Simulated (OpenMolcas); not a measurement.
Ta4+ among 6 point charges of -1 e arranged as an octahedron (Oh).

| Property | Result |
| --- | --- |
| Program | OpenMolcas 26.06 |
| Method | CASSCF |
| Basis | ANO-RCC-VDZP [7s6p4d2f1g] |
| Scalar Hamiltonian | DKH2, point nucleus |
| Active space | 1 electron in 5 orbitals (5d) |
| State averaging | 2S+1 = 2 even, 5 roots |
| Spin-orbit coupling | RASSI with atomic mean-field integrals over the reference wave functions |

All point charges move together. At R = 1.86 Å |10Dq| is 13765 cm-1, and at R = 1.97 Å it is 10816 cm-1.

Question: A third run gives 8936 cm-1. What distance was it run at?

Answer: With a power law R^-n the two known points give n = -ln(10816 / 13765) / ln(1.97 / 1.86) = 4.20. Then R = 1.86 × (13765 / 8936)^(1/4.20) = 2.062 Å. The run was at 2.06 Å, so the estimate is off by +0.002 Å.

An orbital triplet at a regular site is open to Jahn-Teller coupling, which can distort the site and quench the lowest spin-orbit gaps and is left out. This field is weak: 10Dq is about 13765 cm-1, while octahedral complexes of 5d ions of charge 3 and more, computed by the same method with explicit ligands, had a median near 35000 cm-1. Ground spin and moment need not be those of a real site (figures for R = 1.86; the like holds for R = 1.97, R = 2.06). This is an electrostatic model: the charges have no orbitals. No measured value stands beside these numbers.
